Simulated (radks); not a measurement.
Coulomb parameter of the 5d shell of the osmium ion Os3+ in the model configuration [Xe] 4f14 5d3.5 6s1.5, as a second difference U = [E(n + 0.25) + E(n - 0.25) - 2 E(n)] / (0.25)^2 with all orbitals relaxed. "Bare": the charge of the atom changes with n. "Screened": the 6s shell takes up the change at fixed total charge, which measures U(5d,5d) + U(6s,6s) - 2 U(5d,6s). Method: Dirac Kohn-Sham, PBEsol, spin-unpolarised, spherical densities, point nucleus; open shells are shared between the two j in proportion to 2j + 1; computed with a radial shooting solver on a logarithmic mesh with Libxc functionals.

| case | configuration | E - E(n) (eV) |
|---|---|---|
| start | [Xe] 4f14 5d3.5 6s1.5 | 0.000 |
| bare +0.25 | [Xe] 4f14 5d3.75 6s1.5 | -9.338 |
| bare -0.25 | [Xe] 4f14 5d3.25 6s1.5 | 10.153 |
| screened +0.25 | [Xe] 4f14 5d3.75 6s1.25 | -1.533 |
| screened -0.25 | [Xe] 4f14 5d3.25 6s1.75 | 1.606 |

U(bare) = 13.032 eV, U(screened by 6s) = 1.162 eV.
